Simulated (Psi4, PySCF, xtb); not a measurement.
Relaxed torsion scan: SMILES FC(F)(F)[SiH2]CBr. Scanned: dihedral C2–Si5–C6–Br7; all other coordinates were relaxed at GFN2-xTB. Points at φ and −φ are mirror images. Heavy atoms are numbered in the order of the SMILES FC(F)(F)[SiH2]CBr, hydrogens after them in the order of the atoms that carry them; the mirror image has the same energies with the sign of each dihedral reversed.

PBE/def2-SVP // GFN2-xTB (Psi4); RKS-M06-2X/6-31G* = restricted M06-2X/6-31G*, spherical d, density fitting // GFN2-xTB run with PySCF 2.14.0; GFN1-xTB // GFN2-xTB (xtb).

Energies in mEh, each method relative to its own lowest point.

| φ / ° | PBE/def2-SVP | RKS-M06-2X/6-31G* | GFN1-xTB |
|---|---|---|---|
| -160 | 0.8 | 0.8 | 1.0 |
| -140 | 2.7 | 2.5 | 2.9 |
| -120 | 4.0 | 3.6 | 3.8 |
| -100 | 3.6 | 3.1 | 2.8 |
| -80 | 2.2 | 2.1 | 1.3 |
| -60 | 2.4 | 2.0 | 1.2 |
| -40 | 3.7 | 3.2 | 3.2 |
| -20 | 5.3 | 4.9 | 5.4 |
| 0 | 6.1 | 5.6 | 6.3 |
| 20 | 5.3 | 4.9 | 5.4 |
| 40 | 3.7 | 3.2 | 3.2 |
| 60 | 2.4 | 2.0 | 1.2 |
| 80 | 2.2 | 2.1 | 1.3 |
| 100 | 3.6 | 3.1 | 2.8 |
| 120 | 4.0 | 3.6 | 3.8 |
| 140 | 2.7 | 2.5 | 2.9 |
| 160 | 0.8 | 0.8 | 1.0 |
| 180 | 0.0 | 0.0 | 0.0 |
